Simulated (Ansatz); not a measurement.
```yaml
crystal:
  periodic: [false, false, false]
  atoms:
    - {symbol: O, position_ang: [1.578890, 1.538828, -1.174913]}
    - {symbol: Si, position_ang: [0.937550, 0.130220, -0.420061]}
    - {symbol: Ga, position_ang: [-1.065816, -1.230913, -0.563658]}
    - {symbol: Si, position_ang: [-0.319358, -0.224005, 1.420822]}
    - {symbol: F, position_ang: [-0.323384, -0.006851, 2.908684]}
    - {symbol: H, position_ang: [1.107325, 2.242596, -1.102109]}
    - {symbol: H, position_ang: [2.070081, -1.075676, -0.496011]}
    - {symbol: H, position_ang: [-2.349685, -1.885348, -1.423104]}
    - {symbol: H, position_ang: [-1.515868, 0.526041, 0.769398]}
basis:
  gaussian: {orbitals: def2-mTZVP}
hamiltonian: {xc: {name: r2SCAN50}, dispersion: d3bj, pseudopotentials: {relativity: none}}
accuracy: high
output: {forces: true}
```

```sh
$ ansatz run in.yaml --threads 4 --pin off --events-out ev --progress --plain --max-ram 10444MiB
```

It prints (some lines left out):

```
Warning: the engine holds no damping parameters fitted to this dispersion correction and functional, so the run takes those fitted to r2scan50 beside the three-body term, which d3bj leaves out (hamiltonian.dispersion, under Limitations)
Functional definition: r2SCAN50
2564 factors; integrals over basis functions are off by at most 1.5e-8 eV
mean field evaluation 1: about -72952.2206 eV, gradient 5.6e1 eV
mean field evaluation 2: about -72949.1772 eV, gradient 7.0e1 eV
mean field evaluation 4: about -72957.2040 eV, gradient 2.7e0 eV
mean field evaluation 8: about -72957.6379 eV, gradient 5.7e-1 eV
mean field evaluation 16: about -72957.6386 eV, gradient 3.9e-4 eV
mean field -72957.63861186 eV, -2681.1437665223 hartree, gradient 1.5e-8 eV, S^2 0.000000; 0 other end points of the search recorded, 0 dependent functions left out
reference -72957.63861248 eV, -2681.1437665452 hartree; 40, 40 occupied and 95, 95 virtual orbitals, 2564 factors
Total energy: -72957.72420423 eV, -2681.1469119839 hartree
Atom 0 at     1.578890     1.538828    -1.174913 Å, force     3.937147    -8.862121     0.326014 eV/Å
Atom 1 at     0.937550     0.130220    -0.420061 Å, force     2.280596    -0.011360    -0.925124 eV/Å
Atom 2 at    -1.065816    -1.230913    -0.563658 Å, force    -1.126143    -0.533628    -0.746640 eV/Å
Atom 3 at    -0.319358    -0.224005     1.420822 Å, force    -0.298576    -0.405482    -4.058441 eV/Å
Atom 4 at    -0.323384    -0.006851     2.908684 Å, force    -0.022522     0.545965     3.705568 eV/Å
Atom 5 at     1.107325     2.242596    -1.102109 Å, force    -4.650074     6.863087     0.689662 eV/Å
Atom 6 at     2.070081    -1.075676    -0.496011 Å, force    -1.308901     1.900784    -0.055579 eV/Å
Atom 7 at    -2.349685    -1.885348    -1.423104 Å, force     1.049540     0.489570     0.752237 eV/Å
Atom 8 at    -1.515868     0.526041     0.769398 Å, force     0.138933     0.013186     0.312302 eV/Å
Dipole moment:    -0.246811    -0.014159    -0.085894 e Å
```

Run time 16 s (4 threads of an Arm Neoverse V1 on a shared host); peak host memory 0.75 GiB.
